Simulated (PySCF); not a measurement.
# Ionisation energy of Cd⁴⁶⁺ by level of theory

Cd⁴⁶⁺ 1s2 → Cd⁴⁷⁺ 1s1 [1s1/2^1, M_J = 1/2], as a difference of total energies. Computed with PySCF 2.14 in an even-tempered Gaussian basis (15 s from 100 bohr⁻², ratio 2.4; 10 p from 130 bohr⁻², ratio 2.4; 3 d from 410 bohr⁻², ratio 2.6; 3 f from 610 bohr⁻², ratio 2.6), with the two-component X2C-1e Hamiltonian. Correlated levels: nothing frozen; the 26 highest virtual spinors dropped. "Screened" scales the spin-orbit matrix elements by Boettger's factors to mimic the two-electron term; Breit and QED terms are absent.

```tsv
method	ionisation energy (eV)
GHF (screened spin-orbit)	31498.5
GMP2 (screened spin-orbit)	31500.0
```

For this ion Breit and QED terms and the two-electron picture change, all absent here, outweigh the correlation shift from GHF to GMP2.

For comparison: 31451.1 eV (theoretical estimate listed by NIST; NIST Atomic Spectra Database, ionization energies).
